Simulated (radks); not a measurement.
Isoelectronic series with 7 electrons, all held in the configuration [He] 2s2 2p3, which need not be the ground one along the series. Method: scalar-relativistic Kohn-Sham, r2SCAN, spin-unpolarised, spherical densities, finite nucleus; meta-GGA in the generalised Kohn-Sham scheme; Fermi nuclear charge, rms radius of each element as measured or else 0.836 A^(1/3) + 0.57 fm; computed with a radial shooting solver on a logarithmic mesh with Libxc functionals. Total energies (hartree) and mean radii <r> (bohr):

N: E (hartree) -54.45748; 2p 1.479; 2s 1.320
O+: E (hartree) -74.40068; 2p 1.109; 2s 1.083
F2+: E (hartree) -97.62168; 2p 0.8969; 2s 0.9164
Ne3+: E (hartree) -124.11755; 2p 0.7553; 2s 0.7939
Mg5+: E (hartree) -186.94033; 2p 0.5761; 2s 0.6264
Al6+: E (hartree) -223.27451; 2p 0.5154; 2s 0.5665
Si7+: E (hartree) -262.89707; 2p 0.4664; 2s 0.5171
P8+: E (hartree) -305.81383; 2p 0.4260; 2s 0.4756
S9+: E (hartree) -352.03131; 2p 0.3921; 2s 0.4402
Cl10+: E (hartree) -401.55660; 2p 0.3632; 2s 0.4097
Ar11+: E (hartree) -454.39744; 2p 0.3383; 2s 0.3831
K12+: E (hartree) -510.56212; 2p 0.3165; 2s 0.3597
Ca13+: E (hartree) -570.05946; 2p 0.2974; 2s 0.3390
Sc14+: E (hartree) -632.89890; 2p 0.2805; 2s 0.3205
Ti15+: E (hartree) -699.09047; 2p 0.2654; 2s 0.3039
V16+: E (hartree) -768.64478; 2p 0.2518; 2s 0.2889
Cr17+: E (hartree) -841.57291; 2p 0.2395; 2s 0.2753
Mn18+: E (hartree) -917.88664; 2p 0.2284; 2s 0.2628
